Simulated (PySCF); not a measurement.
# Os²⁺: excitation energy

Os²⁺ [Xe] 4f14 5d6 (5D) → Os²⁺ [Xe] 4f14 5d5 6p1 (7P), as a difference of total energies. Calculation: PySCF 2.14, in aug-cc-pwCVDZ-PP with ECP60MDF (6s6p5d3f, 70 functions); scalar relativity through the core potential. Correlated levels: valence: 5s2 5p6 frozen; valence and next inner shell: nothing frozen outside the core potential. The calculations carry no spin-orbit coupling.

```csv
method,excitation energy (cm⁻¹)
UHF,54603
LDA,60953
PBE,60831
PBE0,61258
r2SCAN,58447
LC-wPBE,62669
HSE06,61124
M06-L,66001
TPSSh,61486
MP2 (valence),59734
SCS-MP2 (valence),63600
MP2 (valence and next inner shell),57819
SCS-MP2 (valence and next inner shell),60111
```
